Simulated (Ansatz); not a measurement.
Bond stretch in SMILES CO[Si](C)(OC)OC. The Si3–C17 bond (Si3 also carries O, O, O; C17 carries H, H, H) is stretched with both fragments frozen at the PBE0/def2-SVP optimised geometry.

- UKS-PBE0 = unrestricted PBE0/def2-SVP run with Ansatz (an electronic-structure program)
- RKS-PBE0 = restricted PBE0/def2-SVP run with Ansatz
- UKS-CAM-B3LYP = Ansatz with unrestricted CAM-B3LYP/def2-SVP
- RKS-CAM-B3LYP = Ansatz with restricted CAM-B3LYP/def2-SVP
- UKS-PBE = Ansatz with unrestricted PBE/def2-SVP
- RKS-PBE = restricted PBE/def2-SVP (Ansatz)

Scanned distances (Å): 1.52, 1.63, 1.74, 1.82, 1.86, 1.91, 1.99, 2.09, 2.23, 2.43, 2.72, 3.07, 3.42, 3.91, 4.56, 5.43.

Q: Where does the unrestricted solution first break spin symmetry (<S²> of 0.01 or more)?

A: UKS-PBE0: between 2.72 and 3.07 Å; UKS-CAM-B3LYP: between 2.72 and 3.07 Å; UKS-PBE: between 3.07 and 3.42 Å.

```json
[
 {"R / Å": "1.52", "<S²> UKS-PBE0": "0.00", "E(RKS-PBE0) − E(UKS-PBE0) / kJ/mol": "0.0", "<S²> UKS-CAM-B3LYP": "0.00", "E(RKS-CAM-B3LYP) − E(UKS-CAM-B3LYP) / kJ/mol": "0.0", "<S²> UKS-PBE": "0.00", "E(RKS-PBE) − E(UKS-PBE) / kJ/mol": "0.0"},
 {"R / Å": "1.63", "<S²> UKS-PBE0": "0.00", "E(RKS-PBE0) − E(UKS-PBE0) / kJ/mol": "0.0", "<S²> UKS-CAM-B3LYP": "0.00", "E(RKS-CAM-B3LYP) − E(UKS-CAM-B3LYP) / kJ/mol": "0.0", "<S²> UKS-PBE": "0.00", "E(RKS-PBE) − E(UKS-PBE) / kJ/mol": "0.0"},
 {"R / Å": "1.74", "<S²> UKS-PBE0": "0.00", "E(RKS-PBE0) − E(UKS-PBE0) / kJ/mol": "0.0", "<S²> UKS-CAM-B3LYP": "0.00", "E(RKS-CAM-B3LYP) − E(UKS-CAM-B3LYP) / kJ/mol": "0.0", "<S²> UKS-PBE": "0.00", "E(RKS-PBE) − E(UKS-PBE) / kJ/mol": "0.0"},
 {"R / Å": "1.82", "<S²> UKS-PBE0": "0.00", "E(RKS-PBE0) − E(UKS-PBE0) / kJ/mol": "0.0", "<S²> UKS-CAM-B3LYP": "0.00", "E(RKS-CAM-B3LYP) − E(UKS-CAM-B3LYP) / kJ/mol": "0.0", "<S²> UKS-PBE": "0.00", "E(RKS-PBE) − E(UKS-PBE) / kJ/mol": "0.0"},
 {"R / Å": "1.86", "<S²> UKS-PBE0": "0.00", "E(RKS-PBE0) − E(UKS-PBE0) / kJ/mol": "0.0", "<S²> UKS-CAM-B3LYP": "0.00", "E(RKS-CAM-B3LYP) − E(UKS-CAM-B3LYP) / kJ/mol": "0.0", "<S²> UKS-PBE": "0.00", "E(RKS-PBE) − E(UKS-PBE) / kJ/mol": "0.0"},
 {"R / Å": "1.91", "<S²> UKS-PBE0": "0.00", "E(RKS-PBE0) − E(UKS-PBE0) / kJ/mol": "0.0", "<S²> UKS-CAM-B3LYP": "0.00", "E(RKS-CAM-B3LYP) − E(UKS-CAM-B3LYP) / kJ/mol": "0.0", "<S²> UKS-PBE": "0.00", "E(RKS-PBE) − E(UKS-PBE) / kJ/mol": "0.0"},
 {"R / Å": "1.99", "<S²> UKS-PBE0": "0.00", "E(RKS-PBE0) − E(UKS-PBE0) / kJ/mol": "0.0", "<S²> UKS-CAM-B3LYP": "0.00", "E(RKS-CAM-B3LYP) − E(UKS-CAM-B3LYP) / kJ/mol": "0.0", "<S²> UKS-PBE": "0.00", "E(RKS-PBE) − E(UKS-PBE) / kJ/mol": "0.0"},
 {"R / Å": "2.09", "<S²> UKS-PBE0": "0.00", "E(RKS-PBE0) − E(UKS-PBE0) / kJ/mol": "0.0", "<S²> UKS-CAM-B3LYP": "0.00", "E(RKS-CAM-B3LYP) − E(UKS-CAM-B3LYP) / kJ/mol": "0.0", "<S²> UKS-PBE": "0.00", "E(RKS-PBE) − E(UKS-PBE) / kJ/mol": "0.0"},
 {"R / Å": "2.23", "<S²> UKS-PBE0": "0.00", "E(RKS-PBE0) − E(UKS-PBE0) / kJ/mol": "0.0", "<S²> UKS-CAM-B3LYP": "0.00", "E(RKS-CAM-B3LYP) − E(UKS-CAM-B3LYP) / kJ/mol": "0.0", "<S²> UKS-PBE": "0.00", "E(RKS-PBE) − E(UKS-PBE) / kJ/mol": "0.0"},
 {"R / Å": "2.43", "<S²> UKS-PBE0": "0.00", "E(RKS-PBE0) − E(UKS-PBE0) / kJ/mol": "0.0", "<S²> UKS-CAM-B3LYP": "0.00", "E(RKS-CAM-B3LYP) − E(UKS-CAM-B3LYP) / kJ/mol": "0.0", "<S²> UKS-PBE": "0.00", "E(RKS-PBE) − E(UKS-PBE) / kJ/mol": "0.0"},
 {"R / Å": "2.72", "<S²> UKS-PBE0": "0.00", "E(RKS-PBE0) − E(UKS-PBE0) / kJ/mol": "0.0", "<S²> UKS-CAM-B3LYP": "0.00", "E(RKS-CAM-B3LYP) − E(UKS-CAM-B3LYP) / kJ/mol": "0.0", "<S²> UKS-PBE": "0.00", "E(RKS-PBE) − E(UKS-PBE) / kJ/mol": "0.0"},
 {"R / Å": "3.07", "<S²> UKS-PBE0": "0.07", "E(RKS-PBE0) − E(UKS-PBE0) / kJ/mol": "0.2", "<S²> UKS-CAM-B3LYP": "0.20", "E(RKS-CAM-B3LYP) − E(UKS-CAM-B3LYP) / kJ/mol": "2.2", "<S²> UKS-PBE": "0.00", "E(RKS-PBE) − E(UKS-PBE) / kJ/mol": "0.0"},
 {"R / Å": "3.42", "<S²> UKS-PBE0": "0.60", "E(RKS-PBE0) − E(UKS-PBE0) / kJ/mol": "22.2", "<S²> UKS-CAM-B3LYP": "0.65", "E(RKS-CAM-B3LYP) − E(UKS-CAM-B3LYP) / kJ/mol": "32.8", "<S²> UKS-PBE": "0.16", "E(RKS-PBE) − E(UKS-PBE) / kJ/mol": "0.6"},
 {"R / Å": "3.91", "<S²> UKS-PBE0": "0.88", "E(RKS-PBE0) − E(UKS-PBE0) / kJ/mol": "72.4", "<S²> UKS-CAM-B3LYP": "0.90", "E(RKS-CAM-B3LYP) − E(UKS-CAM-B3LYP) / kJ/mol": "93.6", "<S²> UKS-PBE": "0.72", "E(RKS-PBE) − E(UKS-PBE) / kJ/mol": "22.5"},
 {"R / Å": "4.56", "<S²> UKS-PBE0": "0.98", "E(RKS-PBE0) − E(UKS-PBE0) / kJ/mol": "129.2", "<S²> UKS-CAM-B3LYP": "0.99", "E(RKS-CAM-B3LYP) − E(UKS-CAM-B3LYP) / kJ/mol": "164.8", "<S²> UKS-PBE": "0.93", "E(RKS-PBE) − E(UKS-PBE) / kJ/mol": "56.6"},
 {"R / Å": "5.43", "<S²> UKS-PBE0": "1.00", "E(RKS-PBE0) − E(UKS-PBE0) / kJ/mol": "172.5", "<S²> UKS-CAM-B3LYP": "1.00", "E(RKS-CAM-B3LYP) − E(UKS-CAM-B3LYP) / kJ/mol": "224.8", "<S²> UKS-PBE": "1.00", "E(RKS-PBE) − E(UKS-PBE) / kJ/mol": "83.7"}
]
```
